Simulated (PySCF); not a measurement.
# Radial density of Ni⁺ (nickel, charge +1)

UHF, [Ar] 3d9, 2D determinant. All numbers are calculated (PySCF 2.14, the spin-free X2C one-electron Hamiltonian (Gaussian nucleus), in jorge-DZP-DKH).

| r (bohr) | 4πr²ρ (e/bohr) | 4πr²(ρα − ρβ) |
| --- | --- | --- |
| 0.000858 | 0.2060 | 0.0000 |
| 0.00144 | 0.5353 | 0.0000 |
| 0.00243 | 1.303 | 0.0000 |
| 0.00408 | 3.103 | -0.0001 |
| 0.00687 | 7.034 | -0.0002 |
| 0.0116 | 14.49 | -0.0004 |
| 0.0194 | 25.29 | -0.0006 |
| 0.0327 | 33.58 | -0.0009 |
| 0.0550 | 30.64 | -0.0011 |
| 0.0925 | 27.23 | 0.0015 |
| 0.156 | 37.84 | 0.0491 |
| 0.262 | 27.04 | 0.2874 |
| 0.440 | 16.51 | 0.8247 |
| 0.740 | 19.71 | 1.0012 |
| 1.25 | 7.072 | 0.4659 |
| 2.09 | 1.116 | 0.0778 |
| 3.52 | 0.01674 | 0.0012 |

Densities and radii are taken from the X2C orbitals without a picture-change correction, which distorts them close to the nucleus.
